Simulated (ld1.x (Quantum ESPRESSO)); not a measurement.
**Configuration tests for hafnium (TM)**

```json
{
 "Element": "Hf (Z = 72)",
 "Generator": "ld1.x (Quantum ESPRESSO) 7.5",
 "Type": "norm-conserving Troullier–Martins (Kleinman–Bylander form)",
 "Functional": "LDA (PZ)",
 "Relativity": "scalar-relativistic",
 "Frozen core": "[Xe] 4f14",
 "Valence charge": "4",
 "Reference configuration": "5d2 6s1.5 6p0.5",
 "Partial waves": "6p (bound): rc 3.00 bohr; 5d (bound): rc 2.75 bohr; 6s (bound): rc 2.30 bohr",
 "Local potential": "the s channel",
 "Core correction": "a·sin(br)/r model core inside 1.70 bohr"
}
```

Energies are relative to the spin-unpolarised reference configuration 5d2 6s1.5 6p0.5; without spin polarisation the order of configurations can differ from experiment. Spin-polarised rows fill each open shell by Hund’s rule, majority spin first. The frozen-core shift is the all-electron ΔE with the core orbitals held at their reference shape minus the fully relaxed ΔE.

(1) Give the all-electron excitation energy and the error of the potential for: 5d2 6s2 6p0; 5d2 6s1 6p0; 5d2 6s0 6p0; 5d2.5 6s1.5 6p0; 5d2 6s0 6p1; 5d1 6s2 6p0; 5d2 6s0 6p2; 5d2 6s1.5 6p0.5 (spin-polarised); 5d2 6s2 6p0 (spin-polarised).

Levels in the configuration 5d1 6s2 6p0:

| level | all-electron (eV) | pseudo (eV) |
| --- | --- | --- |
| 5d | -10.949 | -11.025 |
| 6s | -12.091 | -12.104 |

Answers

(1)

```tsv
valence configuration	charge	ΔE all-electron (eV)	error AE − PS (meV)	frozen-core shift (meV)
5d2 6s2 6p0	0	-1.926	-0.1	-0.1
5d2 6s1 6p0	+1	6.272	-4.1	+3.1
5d2 6s0 6p0	+2	20.775	-31	+25
5d2.5 6s1.5 6p0	0	-0.678	-13	+9.1
5d2 6s0 6p1	+1	11.067	-8.0	+9.4
5d1 6s2 6p0	+1	4.804	-27	+51
5d2 6s0 6p2	0	6.149	-9.6	+5.6
5d2 6s1.5 6p0.5 (spin-polarised)	0	-0.825	+38	+12
5d2 6s2 6p0 (spin-polarised)	0	-2.367	+26	+8.4
```

A variational frozen-core shift is positive and of second order in the change. This column holds negative values, so the frozen-core run of ld1.x carries numerical noise or an error of first order here, and the column gives no more than the rough size of the effect.
